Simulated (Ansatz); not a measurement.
Geometry optimisation, RHF/STO-3G (Ansatz 0.2.0).

input.yaml

```yaml
crystal:
  periodic: [false, false, false]
  atoms:
    - { symbol: C, position_ang: [-0.9124, -1.2333, 1.3844] }
    - { symbol: O, position_ang: [0.2835, -0.938, 0.7431] }
    - { symbol: Si, position_ang: [0.4574, 0.5143, -0.0618] }
    - { symbol: "N", position_ang: [2.2102, 0.4536, -0.4871] }
    - { symbol: C, position_ang: [-0.6399, 0.7828, -1.5011] }
    - { symbol: F, position_ang: [-1.939, 0.7789, -1.0591] }
    - { symbol: H, position_ang: [-0.864, -2.1491, 1.8922] }
    - { symbol: H, position_ang: [-1.7297, -1.244, 0.6289] }
    - { symbol: H, position_ang: [-1.1921, -0.4056, 2.163] }
    - { symbol: H, position_ang: [0.3969, 1.6056, 0.9675] }
    - { symbol: H, position_ang: [2.6645, 0.4723, 0.401] }
    - { symbol: H, position_ang: [2.3294, -0.4786, -0.8433] }
    - { symbol: H, position_ang: [-0.5808, 0.0391, -2.2603] }
    - { symbol: H, position_ang: [-0.497, 1.7728, -1.9388] }
basis:
  gaussian: { orbitals: STO-3G }
hamiltonian:
  xc: hf
relax:
  f_tol: 0.02
  max_steps: 40
scf:
  lower_state_search: "off"
output:
  orbitals: {}
```

Launched with:

```bash
$ ansatz run input.yaml --threads 1 --pin off --max-ram 2048MiB --backend cpu --events-out ev --progress --plain --runs-dir out
```

Task: Where does it end, and by what steps?

Result: It converged. Limits of this set-up: minimal basis. After 9 steps the energy has fallen by 0.813 eV; H12 moved furthest, 0.42 Å.

```json
{"step": "0", "energy less start (eV)": "0.0000", "largest force component (eV/Å)": "4.639", "accepted": "yes"}
{"step": "1", "energy less start (eV)": "-0.6968", "largest force component (eV/Å)": "1.055", "accepted": "yes"}
{"step": "2", "energy less start (eV)": "-0.7699", "largest force component (eV/Å)": "0.567", "accepted": "yes"}
{"step": "3", "energy less start (eV)": "-0.7982", "largest force component (eV/Å)": "0.473", "accepted": "yes"}
{"step": "4", "energy less start (eV)": "-0.8084", "largest force component (eV/Å)": "0.331", "accepted": "yes"}
{"step": "5", "energy less start (eV)": "-0.8089", "largest force component (eV/Å)": "0.237", "accepted": "yes"}
{"step": "6", "energy less start (eV)": "-0.8127", "largest force component (eV/Å)": "0.065", "accepted": "yes"}
{"step": "7", "energy less start (eV)": "-0.8129", "largest force component (eV/Å)": "0.061", "accepted": "yes"}
{"step": "8", "energy less start (eV)": "-0.8131", "largest force component (eV/Å)": "0.089", "accepted": "yes"}
{"step": "9", "energy less start (eV)": "-0.8134", "largest force component (eV/Å)": "0.013", "accepted": "yes"}
```

```xyz
14
Properties=species:S:1:pos:R:3
C -1.013 -1.188 1.401
O 0.256 -1.025 0.776
Si 0.512 0.478 0.070
N 2.148 0.548 -0.490
C -0.616 0.715 -1.426
F -1.965 0.822 -1.089
H -1.061 -2.189 1.837
H -1.850 -1.095 0.698
H -1.185 -0.468 2.210
H 0.297 1.510 1.028
H 2.854 0.555 0.249
H 2.410 -0.193 -1.143
H -0.491 -0.117 -2.128
H -0.310 1.618 -1.964
```

Whether the end is a true minimum wasn't checked by a vibrational analysis.

Run time: 14 s on 1 thread of Intel(R) Xeon(R) 6975P-C (Granite Rapids) (shared host), peak memory 0.18 GiB.
